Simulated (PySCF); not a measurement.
Input for PySCF:
```python
from pyscf import gto, scf, dft

mol = gto.Mole()
mol.atom = '''
    Te    0.000000    0.000000    0.000000
'''
mol.basis = 'def2-svp'
mol.ecp = {'Te': 'def2-svp'}
mol.charge = 0
mol.spin = 2
mol.verbose = 4
mol.build()

mf = dft.UKS(mol)
mf.xc = 'wb97m_v'
mf.kernel()
```

Question: Predict the total energy from PySCF with WB97M-V/def2-SVP.

Answer: -267.9497 Eh

Question: What <S^2> does WB97M-V/def2-SVP give?

Answer: 2.002

These values belong to the state on which the SCF converged, which isn't shown to be the lowest.
